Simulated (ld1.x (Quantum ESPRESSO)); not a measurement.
# vanadium: variants of one TM potential

Base potential:

```
Element                 : V
Generator               : ld1.x (Quantum ESPRESSO) 7.5
Type                    : norm-conserving Troullier–Martins (Kleinman–Bylander form)
Functional              : LDA (PZ)
Relativity              : scalar-relativistic
Frozen core             : [Ne] 3s2
Valence charge          : 11
Reference configuration : 3p6 3d3 4s1.5 4p0 (charge +0.5)
Partial waves           : 4s (bound): rc 2.05 bohr; 3p (bound): rc 1.25 bohr; 3d (bound): rc 1.20 bohr
Local potential         : all-electron potential smoothed inside 1.65 bohr (lloc = -1)
Core correction         : Bessel-smoothed model core, default radius (core density twice the valence density)
```

Cutoffs, loose and tight: the cutoffs (Ry, on a coarse ladder) from which the occupation-weighted sum of valence levels, in a spherical-Bessel basis at the reference potential, stays within 10 and 1 mRy of its value at 400 Ry. They do not see the model core or the augmentation charge, which bear on the density cutoff. Test errors are all-electron minus pseudo excitation energies from the reference, over the configurations 3p6 3d3 4s2 4p0; 3p6 3d3 4s1 4p0; 3p6 3d3 4s0 4p0; 3p6 3d3 4s1 4p1; 3p6 3d1 4s0 4p0; 3p6 3d2 4s0 4p0; 3p6 3d2 4s2 4p1 (two spin-polarised tests are not counted in the largest error). A dash means not determined; rows that change the core or the reference have their own tests. The largest error is taken over the tests solved by every variant that gives reliable tests at all: 3p6 3d1 4s0 4p0; 3p6 3d3 4s0 4p0; 3p6 3d3 4s1 4p0; 3p6 3d3 4s1 4p1.

A true bound ghost makes a file unfit for plane-wave use even where its test errors are small: the radial tests pick states by their node count and pass the ghost by. Where a test does run into it, the solver fails or the error is huge.

| change | outcome | cutoff, loose | cutoff, tight | bound ghosts | largest test error (meV) |
| --- | --- | --- | --- | --- | --- |
| base | generated | 120 Ry | 140 Ry | s | -59 |
| local potential all-electron potential smoothed inside 0.80 bohr (lloc = -1) | generated | 120 Ry | 140 Ry | s | -17 |
| local potential all-electron potential smoothed inside 1.14 bohr (lloc = -1) | generated | 120 Ry | 140 Ry | s | -17 |
| local potential all-electron potential smoothed inside 1.40 bohr (lloc = -1) | generated | 120 Ry | 140 Ry | s | -23 |
| local potential all-electron potential smoothed inside 1.86 bohr (lloc = -1) | generated | 120 Ry | 140 Ry | s | -105 |
| local potential all-electron potential smoothed inside 2.06 bohr (lloc = -1) | generated | 120 Ry | 140 Ry | s | -159 |
| local potential all-electron potential smoothed inside 2.40 bohr (lloc = -1) | generated | 120 Ry | 140 Ry | none | -273 |

Task: What comes out with this change to the base: local potential all-electron potential smoothed inside 1.66 bohr (lloc = -1)?

Result: outcome: generated; cutoff, loose: 120 Ry; cutoff, tight: 140 Ry; bound ghosts: s; largest test error (meV): -67.

Reading the sweep of the rcloc (base included, trends over the rows without a ghost): Bound ghosts are found at 0.8, 1.14, 1.4, 1.65, 1.66, 1.86, 2.06 bohr.
